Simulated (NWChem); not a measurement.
System: CH4BFSe; SMILES FB([SeH])C

The following NWChem deck was run.

```
start job
memory heap 200 mb stack 900 mb global 1100 mb
geometry units angstroms noautoz
  B     -0.031465     0.924646    -0.078177
  F     -1.222933     1.483555    -0.281559
  C      1.236563     1.836261    -0.028404
  H      1.313404     2.397120    -0.975665
  H      2.182774     1.308282     0.144261
  H      1.104831     2.592675     0.764193
  Se    -0.070410    -1.012466     0.131198
  H      1.380054    -1.145992     0.318404
end
basis spherical
  B library def2-svp
  F library def2-svp
  C library def2-svp
  H library def2-svp
  Se library def2-svp
end
dft
  xc bhlyp
  iterations 150
  mulliken
end
task dft energy
```

All runs use the structure optimised with PBE0/def2-SVP.

Problem. Give the results of this calculation. (BHandHLYP/def2-SVP.) Quantities: energy (Ha); highest occupied level (eV); orbital gap (eV); dipole (D).

Solution. 
- energy (Ha): -2566.34
- highest occupied level (eV): -8.36
- orbital gap (eV): 9.29
- dipole (D): 1.94
